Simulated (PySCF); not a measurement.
Molecule: `OCCC(F)(F)F`, C$_{3}$H$_{5}$F$_{3}$O.

Structure with atom numbers: `[OH:1][CH2:2][CH2:3][C:4]([F:5])([F:6])[F:7]`. Hydrogens are named by the atom that carries them.

Geometry PBE0-D3(BJ)/def2-SVP throughout; GIAO in PySCF, gas phase, one conformer, non-relativistic; equivalent atoms averaged; functional PBE0.

For orientation, def2-SVP gives these absolute shieldings σ: O1 314.2, C4 66.9, C2 138.6, C3 154.8, F5/F6/F7 282.4, H(C2) 27.79, H(C3) 29.59, H(O1) 32.14 ppm.

A run gave: O1 306.1, C4 71.3, C2 138.7, C3 155.0, F5/F6/F7 281.2, H(C2) 28.16, H(C3) 30.12, H(O1) 32.67 ppm (absolute shieldings σ).

Task: Which basis set was used in that run?
A. cc-pVTZ
B. pcSseg-0
C. pcSseg-1
D. 6-31G
E. 6-31G*

Result: E. H(O1) tells them apart best: 6-31G* gives 32.67, cc-pVTZ gives 31.65, pcSseg-1 gives 31.61, pcSseg-0 gives 33.86, 6-31G gives 33.52 ppm.
